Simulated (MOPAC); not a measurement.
MOPAC input (AM1):

```
AM1 1SCF CHARGE=1 GEO-OK AUX(PRECISION=9) THREADS=1
HZn

Zn   -0.00000000 1   -0.00000000 1   -0.04961585 1
H     0.00000000 1    0.00000000 1    1.48847542 1
```

**Question.** What heat of formation does the run end on, and which ionisation energy by Koopmans theorem?

**Answer.** 255.11 kcal/mol; 20.17 eV.
